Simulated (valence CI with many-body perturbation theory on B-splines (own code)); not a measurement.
**Energy levels of Te XX**

Method: relativistic CI+MBPT: five valence electrons over a frozen Dirac-Fock core [Ar] 3d10, a basis of 11 s, 11 p, 10 d, 8 f, 5 g, 2 h functions for each j, with the one-electron correlation potential Σ1, the two-electron term Σ2, the three-electron term Σ3, Breit, model QED; selected CI, second order for the rest, scaled by the run's own slope (own B-spline code, finite nucleus).

No measured spectrum was set against this ion. As an estimate, levels hold to about 250 cm⁻¹ or 0.2 % of their energy and the worst to 1 %, as in measured heavy ions of charge 2 to 7; those with d or f electrons hold less well. Among the levels kept, up to 2100 cm⁻¹ of a level comes from second order outside the variational space, and about a tenth of that is noise between levels of different J, which matters for small intervals.

Levels 1 to 45 of 168, with energies above the lowest level, 4s2.4p3 4S°_3/2. "Leading %" is the weight of the configuration and term that name the level; weights of strongly mixed levels are sums over their largest components and can fall short. Lifetimes count E1, E2, E3, M1 and M2 decay at the calculated energies, and are blank where another channel may lead or the interval is too uncertain; long ones can be off by a factor of two.

```tsv
No.	Configuration	Term	J	E (eV)	Leading %	Lifetime	Second component
1	4s2.4p3	4S°	3/2	0.00	45		34 % 4s2.4p3 2P°
2	4s2.4p3	2D°	3/2	10.49	52	75.7 μs	42 % 4s2.4p3 4S°
3	4s2.4p3	2D°	5/2	13.32	98	371 μs	
4	4s2.4p3	2P°	1/2	17.17	98	58.4 μs	
5	4s2.4p3	2P°	3/2	27.67	59	22.0 μs	27 % 4s2.4p3 2D°
6	4s.4p4	4P	5/2	56.08	81	126 ps	12 % 4s.4p4 2D
7	4s.4p4	4P	3/2	62.62	59	49.0 ps	20 % 4s.4p4 2D
8	4s.4p4	4P	1/2	63.27	63	53.7 ps	29 % 4s.4p4 2S
9	4s.4p4	2D	3/2	70.34	43	48.9 ps	32 % 4s.4p4 4P
10	4s.4p4	2D	5/2	73.64	73	61.7 ps	13 % 4s.4p4 4P
11	4s2.4p2.4d	4F	3/2	78.57	32	61.7 ps	16 % 4s.4p4 2D
12	4s.4p4	2P	1/2	78.64	37	18.0 ps	28 % 4s.4p4 2S
13	4s.4p4	2P	3/2	80.62	45	17.9 ps	28 % 4s2.4p2.4d 4F
14	4s2.4p2.4d	4F	5/2	82.74	40	42.5 ps	29 % 4s2.4p2.4d 4D
15	4s2.4p2.4d	2F	5/2	88.13	58	379 ps	34 % 4s2.4p2.4d 4F
16	4s2.4p2.4d	4D	1/2	88.71	69	114 ps	10 % 4s2.4p2.4d 2P
17	4s2.4p2.4d	4F	7/2	89.87	72	1.39 ns	16 % 4s2.4p2.4d 2G
18	4s2.4p2.4d	4D	3/2	90.25	51	19.2 ps	24 % 4s2.4p2.4d 4F
19	4s2.4p2.4d	4D	7/2	90.64	47	17.0 ns	42 % 4s2.4p2.4d 2F
20	4s.4p4	2P	1/2	92.65	36	17.5 ps	23 % 4s.4p4 2S
21	4s2.4p2.4d	4F	9/2	93.11	60		38 % 4s2.4p2.4d 2G
22	4s2.4p2.4d	4D	5/2	94.25	36	20.0 ps	28 % 4s2.4p2.4d 2F
23	4s2.4p2.4d	2P	3/2	95.69	46	6.55 ps	21 % 4s2.4p2.4d 4D
24	4s2.4p2.4d	2G	7/2	98.67	58	30.4 ps	16 % 4s2.4p2.4d 4F
25	4s2.4p2.4d	4P	5/2	99.04	52	3.49 ps	19 % 4s2.4p2.4d 2D
26	4s2.4p2.4d	4P	3/2	99.85	46	3.61 ps	31 % 4s2.4p2.4d 2P
27	4s2.4p2.4d	4P	1/2	100.06	46	3.53 ps	24 % 4s2.4p2.4d 2S
28	4s2.4p2.4d	2D	3/2	102.68	74	11.2 ps	8 % 4s2.4p2.4d 4P
29	4s2.4p2.4d	2F	7/2	104.41	49	265 ps	35 % 4s2.4p2.4d 4D
30	4s2.4p2.4d	2D	5/2	104.62	63	3.22 ps	30 % 4s2.4p2.4d 2F
31	4s2.4p2.4d	2P	1/2	105.32	53	3.92 ps	16 % 4s.4p4 2P
32	4s2.4p2.4d	2G	9/2	105.83	60	47.6 μs	38 % 4s2.4p2.4d 4F
33	4s2.4p2.4d	2P	1/2	108.39	69	5.64 ps	14 % 4s2.4p2.4d 4P
34	4s2.4p2.4d	2D	3/2	109.68	51	3.33 ps	22 % 4s2.4p2.4d 4P
35	4s2.4p2.4d	2D	5/2	110.52	38	3.03 ps	29 % 4s2.4p2.4d 2F
36	4s2.4p2.4d	2D	5/2	113.36	85	111 ps	8 % 4s2.4p2.4d 4D
37	4s2.4p2.4d	2F	7/2	114.05	86	2.58 ps	8 % 4s2.4p2.4d 2G
38	4s2.4p2.4d	2P	3/2	115.57	55	3.94 ps	26 % 4s2.4p2.4d 2D
39	4s2.4p2.4d	2S	1/2	115.84	47	3.88 ps	21 % 4s2.4p2.4d 4P
40	4s2.4p2.4d	2D	3/2	119.80	77	3.35 ps	10 % 4s2.4p2.4d 2P
41	4s2.4p2.4d	2D	5/2	121.38	56	2.86 ps	35 % 4s2.4p2.4d 2F
42	4p5	2P°	3/2	125.46	72	24.9 ps	21 % 4s.4p3.4d 2P°
43	4s.4p3.4d	6D°	1/2	130.17	79	335 ps	15 % 4s.4p3.4d 4P°
44	4s.4p3.4d	6D°	5/2	130.43	68	229 ps	10 % 4s.4p3.4d 4D°
45	4s.4p3.4d	6D°	3/2	130.47	77	152 ps	9 % 4s.4p3.4d 4P°
```

Names give the largest LS component (configuration and term), which can be under half, so a name can repeat, a term be missing and a line seem to break the LS rules; names also repeat where a configuration has a term twice.

The ionisation energy to 4s2.4p2 3P_0 of the next ion comes out as 556.27 eV (NIST: 555 ± 4 eV (theoretical)). All 168 levels together are meant to be complete up to 198.19 eV.
